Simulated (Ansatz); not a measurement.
Isolated molecules relaxed with PBE0-D4/def2-TZVP in Ansatz; ΔE leaves out vibrations. CCSD(T)/CBS adds triple-zeta CCSD(T) − MP2 to the extrapolated MP2 energy (def2 sets, frozen cores). This one scheme is used for every species. DFT in def2-TZVPP. For Ga outer-core shells are correlated without core-valence functions, which leaves a few kJ/mol of doubt a bond. Scalar relativity is left out up to krypton. Each species was taken in one conformer, which may not be the lowest.

Consider the ligand exchange at a Ga–N bond: `C=[N][GaH2]` + `NB1CS1` → `[GaH2][NH]B1CS1` + `C=N`.

`C=[N][GaH2]`:

```xyz
7

C    -0.548    0.875   -1.076
N    -0.017    0.336   -0.091
Ga    0.558   -0.894    1.096
H    -1.082    0.315   -1.860
H    -0.515    1.965   -1.226
H     1.998   -1.434    0.859
H    -0.394   -1.163    2.297
```

`NB1CS1`:

Z-matrix (Å, degrees):
```
C
B 1 1.529
S 1 1.871 2 61.7
H 1 1.086 2 121.3 3 101.9
H 1 1.086 2 121.3 3 -101.9
N 2 1.380 1 147.0 3 -180.0
H 6 1.005 2 122.9 1 -180.0
H 6 1.005 2 122.6 1 0.0
```

`[GaH2][NH]B1CS1`:

```xyz
10

Ga    0.548    1.776    0.903
N    -0.068    0.932   -0.625
B    -0.300   -0.435   -0.733
C    -0.264   -1.790   -0.021
S    -0.835   -1.740   -1.804
H     0.814    0.858    2.130
H     0.734    3.322    0.796
H    -0.254    1.492   -1.445
H     0.668   -2.331    0.121
H    -1.043   -2.084    0.676
```

`C=N`:

Cartesian coordinates in Å:
```
C 0.139 -0.353 -0.090
N -0.615 0.638 -0.288
H 0.856 -0.441 0.734
H 0.090 -1.198 -0.780
H -0.470 1.354 0.425
```

```csv
species,r2SCAN energy (Eh)
`C=[N][GaH2]`,-2020.05018
`NB1CS1`,-518.31654
`[GaH2][NH]B1CS1`,-2443.76465
`C=N`,-94.60833
```

(1) Work out ΔE.

(2) What do rigid-rotor, harmonic-oscillator terms from PBE0-D4/def2-TZVP frequencies (298.15 K, 1 bar) make of the CCSD(T)/CBS value? (Estimate.)

Largest T1 diagnostic among the species: 0.017.

## Answers

(1) ΔE = (-2443.76465) + (-94.60833) − (-2020.05018) − (-518.31654) = -0.00626 Eh = -0.17 eV. CCSD(T)/CBS gives -0.30 eV.

(2) The calculation gave: ΔZPE = +0.01 eV, ΔH = -0.28 eV, ΔS = -9 J/(mol·K), ΔG = -0.26 eV.

From PBE to PBE0 (25 % exact exchange), in def2-TZVPP and without D4, ΔE moves by −0.06 eV. At CCSD(T), def2-SVP lies +0.05 eV from the extrapolated value and def2-TZVPP −0.02 eV.
